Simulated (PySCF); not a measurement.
# MI anions for M along the second period

PBE0 with double-zeta basis sets in PySCF, for the lowest determinant that a PBE0 search found; no spin–orbit coupling. De refers to high-spin ground-configuration atoms (the charge goes to the atom of lower measured ionisation energy or higher electron affinity, which is not always the lowest computed limit). A positive dipole points towards I; it is taken about the centre of mass and depends on that origin.

| M | basis | charged atom | state (unpaired electrons) | Re (Å) | ωe (cm⁻¹) | De (eV) | μ (D) |
| --- | --- | --- | --- | --- | --- | --- | --- |
| Li | aug-cc-pVDZ/aug-cc-pVDZ-PP | I− | doublet (σ ↑) | 2.576 | 352 | 1.25 | 9.09 |
| Be | aug-cc-pVDZ/aug-cc-pVDZ-PP | I− | singlet (closed shell) | 2.485 | 302 | 0.88 | 7.60 |
| B | aug-cc-pVDZ/aug-cc-pVDZ-PP | I− | doublet (π ↑) | 2.388 | 333 | 1.18 | 5.82 |
| C | aug-cc-pVDZ/aug-cc-pVDZ-PP | I− | triplet (π ↑↑) | 2.259 | 394 | 1.63 | 4.67 |
| O | aug-cc-pVDZ-PP/aug-cc-pVDZ | I− | singlet (closed shell) | 1.970 | 604 | 1.39 | 4.21 |
| F | aug-cc-pVDZ-PP/aug-cc-pVDZ | F− | doublet (σ ↑) | 2.374 | 276 | 1.90 | 3.53 |

The shortest bond is that of IO⁻ (1.970 Å), the longest that of LiI⁻ (2.576 Å). IF⁻ is bound most strongly (1.90 eV) and BeI⁻ least (0.88 eV).

The state changes along the series, so neighbouring rows are not always alike in their bonding.

These are scalar-relativistic numbers at best; spin–orbit coupling would shift them, the dissociation energy most. For an ion De counts to the pair picked by the measured ionisation energies or electron affinities, which need not be the lowest pair at this level. The highest Kohn–Sham level is positive in some of these anions. Much of that is self-interaction error, but it also means that the finite basis helps to hold the extra electron. States were picked by a PBE0 search and need not be the measured ground states.
